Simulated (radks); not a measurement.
Question: Spherical jellium clusters: N electrons in a uniform positive sphere of charge N and radius rs N^(1/3), rs = 5.85 bohr. Calculated with a radial shooting solver with Libxc functionals: non-relativistic Kohn-Sham, PBEsol, spin-polarised, spherical densities. Levels are named by radial order and angular momentum (1s, 1p, 1d, 2s, ...), and open shells are averaged over m. Each electron was tried in the lowest free levels, single moves between levels near the top were tried too, and the lowest total energy was kept; such a search can miss a lower state. The series stops at N = 6: beyond it a trial failed or the search could not be trusted, so later rows were left out. Give the order in which the levels fill up to N = 6, the shell closures and the spin along the way.

Answer: Shells are first occupied in the order 1s, 1p. Open shells at each N (closed shells left out): 1: 1s(up 1, down 0); 2: none; 3: 1p(up 1, down 0); 4: 1p(up 2, down 0); 5: 1p(up 3, down 0); 6: 1p(up 3, down 1). All shells are closed at N = 2 (there: 1s2). Largest 2S: 3, at N = 5.
